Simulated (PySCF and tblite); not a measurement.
Results of a calculation; reference values are marked as such.
System: C6H6O2, numbered as in [CH2:1]=[CH:2][C:3]1=[C:4]([O:5][CH:6]=[O:7])[CH2:8]1.

Motion: rotation about the C6–O5 bond (torsion O7–C6–O5–C4 from 0° to 180°, rising). GFN2-xTB gives an electronic barrier of 13.0 kcal/mol and a reaction energy of 3.6 kcal/mol.

Q: What does PBE0/pcSseg-1 + D3(BJ) give on GFN2-xTB geometries?

A: A barrier of 11.3 kcal/mol, 1.7 below the tight-binding barrier (from unrounded values), a reaction energy of 3.9 kcal/mol and, with GFN2-xTB thermal terms, ΔG‡(298 K) = 10.6 kcal/mol and k = 2.2×10⁵ s⁻¹ (2 equivalent paths).

Programs: tblite and PySCF.
